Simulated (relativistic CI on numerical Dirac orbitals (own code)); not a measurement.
# Magnetism of Fe⁶⁺, 3d2, in a crystal field

Calculated by Dirac-Coulomb-Breit CI, KLI orbitals optimised for each configuration, QED by a radiative potential, valence Slater integrals scaled by 0.9, one configuration in a parametric crystal field (own radial code). With so little scaling, terms lie 10 to 35 % too far apart, which can change the order of excited levels.

Field parameters in Wybourne normalisation: D3d B²₀ = −7Dσ, B⁴₀ = −14Dq − 21Dτ, B⁴₃ = −14√(10/7) Dq; D4h B²₀ = −7Ds, B⁴₀ = 21(Dq − Dt), B⁴₄ = 21√(5/14) Dq; Oh B⁴₀ = 21Dq, B⁴₄ = √(5/14) B⁴₀. The field is a parameter set, without covalency.

S is read from ⟨S²⟩ = S(S + 1).

Powder χT (cm³ K mol⁻¹) by Van Vleck's formula, with temperature-independent terms:

| Field | 2 K | 5 K | 10 K | 20 K | 50 K | 100 K | 200 K | 300 K |
| --- | --- | --- | --- | --- | --- | --- | --- | --- |
| D3d, 10Dq = 18700, Dσ = -470, Dτ = -180 cm⁻¹ | 0.0441 | 0.11 | 0.221 | 0.397 | 0.556 | 0.608 | 0.655 | 0.693 |
| D3d, 10Dq = 34100, Dσ = -1090, Dτ = 170 cm⁻¹ | 0.0238 | 0.0595 | 0.119 | 0.228 | 0.363 | 0.424 | 0.493 | 0.553 |
| D4h, 10Dq = 10950, Ds = 2060, Dt = 240 cm⁻¹ | 0.00856 | 0.0214 | 0.0428 | 0.0857 | 0.222 | 0.402 | 0.551 | 0.624 |
| D4h, 10Dq = 26650, Ds = 1120, Dt = 510 cm⁻¹ | 0.00508 | 0.0127 | 0.0254 | 0.051 | 0.131 | 0.224 | 0.332 | 0.425 |
| D4h, 10Dq = 27700, Ds = 130, Dt = 1060 cm⁻¹ | 0.00534 | 0.0133 | 0.0267 | 0.0523 | 0.113 | 0.198 | 0.353 | 0.485 |
| Oh, 10Dq = 16150 cm⁻¹ | 0.00361 | 0.00902 | 0.018 | 0.0364 | 0.0848 | 0.147 | 0.26 | 0.369 |
| Oh, 10Dq = 20400 cm⁻¹ | 0.00483 | 0.0121 | 0.0242 | 0.0478 | 0.0989 | 0.16 | 0.272 | 0.381 |
| Oh, 10Dq = 24250 cm⁻¹ | 0.00609 | 0.0152 | 0.0305 | 0.0582 | 0.11 | 0.17 | 0.282 | 0.391 |

(1) For D3d, 10Dq = 18700, Dσ = -470, Dτ = -180 cm⁻¹: what effective moment follows at 300 K?

Answers

(1) μ_eff = √(8χT) = 2.35 μB. The ground level has S = 1.00; the spin-only moment for S = 1 is 2.83 μB. The difference comes from the orbital moment, spin-orbit mixing of terms and temperature-independent paramagnetism, all larger in this ionic model than in covalent complexes. The ground level is a non-magnetic singlet, so χT starts at zero and rises through temperature-independent paramagnetism and the filling of excited levels.
